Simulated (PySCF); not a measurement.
**C₆ coefficients of unlike pairs at PBE**

Calculated with PySCF 2.14 from the dipole response of each species, C₆(A,B) = (3/π) ∫ α_A(iu) α_B(iu) du, in atomic units, from isotropic polarisabilities. For ions this is the dispersion term alone; charge-induced terms of lower order in 1/R come first.

```csv
species,configuration,basis,relativity,α (bohr³),C₆ (like pair)
He,1s2 (1S),aug-cc-pVTZ-DK (4s3p2d),spin-free X2C,1.538,1.710
Zr²⁺,[Kr] 4d2 (3F),"aug-cc-pVTZ-PP with one added diffuse shell each of s, p, d, f, g type with ECP28MDF (7s7p6d4f3g)",core potential,12.88,63.15
Sn,[Kr] 4d10 5s2 5p2 (3P),aug-cc-pVQZ-PP with ECP28MDF (7s7p5d3f2g),core potential,62.12,675.7
Zn²⁺,[Ar] 3d10 (1S),aug-cc-pVQZ-DK (9s8p6d4f3g2h),spin-free X2C,2.997,8.107
```

(1) Estimate C₆ for Zn²⁺ with Sn.

No spin-orbit coupling is included.

The other pairs:

```csv
pair,C₆
"Sn, Zr²⁺",192.2
"Zn²⁺, Zr²⁺",21.36
"Sn, He",28.70
"Zr²⁺, He",10.20
"Zn²⁺, He",3.633
```

Answers

(1) The integral gives 57.79. The combination rule 2 C_A C_B / (C_A α_B/α_A + C_B α_A/α_B) gives 54.61 and the geometric mean 74.01.
